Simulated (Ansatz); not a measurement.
C3H8FInO, SMILES `CC(C)[O][InH][F]`, charge 0, multiplicity 1.

Task: Give a relaxed structure at PBE0-D4/def2-TZVP (the Gaussian-basis code of Ansatz). (Estimate.)

Result: The calculation gave: 
Z-matrix (Å, degrees):
```
C
C 1 1.518
H 1 1.093 2 111.6
H 1 1.098 2 110.5 3 119.4
H 1 1.092 2 110.3 3 -120.6
C 2 1.518 1 111.8 3 -60.4
O 2 1.409 1 111.6 3 173.8
H 2 1.099 1 108.1 3 58.5
H 6 1.092 2 110.4 1 -179.0
H 6 1.098 2 110.5 1 -58.9
H 6 1.093 2 111.6 1 60.4
In 7 1.967 2 123.3 1 63.1
F 12 1.947 7 104.8 2 -179.7
H 12 1.691 7 137.4 2 0.3
```
Point group Cs.
This is one stationary point; other conformers may exist.
